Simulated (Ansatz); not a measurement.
BrH3Ti (SMILES [TiH3][Br]) moved off its minimum; all values from Ansatz (an electronic-structure program), cores frozen in correlated methods.
(charge 0, multiplicity 1)
```xyz
5

Ti     1.26050    -0.06505     0.56734
Br    -0.93076    -0.05418    -0.38567
H      2.24563     0.96685    -0.39859
H      1.12859     0.62375     2.06662
H      1.77864    -1.57659     0.63603
```

Forces at r2SCAN/def2-TZVPP (eV/Å):

```json
[
 {"atom": "Ti1", "Fx": "-1.067", "Fy": "1.335", "Fz": "-0.963"},
 {"atom": "Br2", "Fx": "0.732", "Fy": "-0.035", "Fz": "0.319"},
 {"atom": "H3", "Fx": "-0.102", "Fy": "-0.238", "Fz": "0.142"},
 {"atom": "H4", "Fx": "-0.014", "Fy": "0.128", "Fz": "0.447"},
 {"atom": "H5", "Fx": "0.452", "Fy": "-1.190", "Fz": "0.056"}
]
```

Q: Give the forces (eV/Å), the total energy and the dipole at CCSD(T)/def2-TZVPPD.

A: 
| atom | Fx | Fy | Fz |
|---|---|---|---|
| Ti1 | -1.221 | 1.395 | -1.081 |
| Br2 | 0.532 | -0.036 | 0.234 |
| H3 | 0.049 | -0.143 | 0.092 |
| H4 | 0.039 | 0.208 | 0.651 |
| H5 | 0.602 | -1.425 | 0.105 |
Energy -3422.9192 hartree, dipole 1.14 D.
